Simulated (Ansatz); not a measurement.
`C[SiH2]S[SiH2]Cl` and `C[SiH2]SP` differ in one atom or group.

Ansatz, PBE0-D4/def2-TZVP geometries, multiplicity 1. Each molecule was computed in one conformer, which needn't be the lowest.

| property | `C[SiH2]S[SiH2]Cl` |
| --- | --- |
| size of the dipole moment (PBE/def2-TZVPP) / D | 2.37 |
| LUMO energy (ωB97M-V/def2-TZVPP) / eV | 1.74 |
| HOMO energy (PBE/def2-TZVPP) / eV | -6.38 |
| HOMO energy (PBE0/def2-TZVPP) / eV | -7.58 |
| HOMO–LUMO gap (ωB97M-V/def2-TZVPP) / eV | 11.48 |
| LUMO energy (PBE/def2-TZVPP) / eV | -0.97 |

(1) What does the change do to each property? (Estimate.)

Answers

(1) The calculation gave: 
| property | `C[SiH2]SP` | shift |
| --- | --- | --- |
| size of the dipole moment (PBE/def2-TZVPP) / D | 1.64 | -0.73 |
| LUMO energy (ωB97M-V/def2-TZVPP) / eV | 1.43 | -0.31 |
| HOMO energy (PBE/def2-TZVPP) / eV | -6.16 | 0.22 |
| HOMO energy (PBE0/def2-TZVPP) / eV | -7.36 | 0.22 |
| HOMO–LUMO gap (ωB97M-V/def2-TZVPP) / eV | 10.94 | -0.54 |
| LUMO energy (PBE/def2-TZVPP) / eV | -1.40 | -0.43 |

With PBE0 the HOMO rises by 0.22 eV and the LUMO falls by 0.39 eV, so the gap narrows by about 0.61 eV. PBE moves the HOMO by 0.22 eV and ωB97M-V by 0.22 eV. Dipoles are sizes alone; their direction can turn.
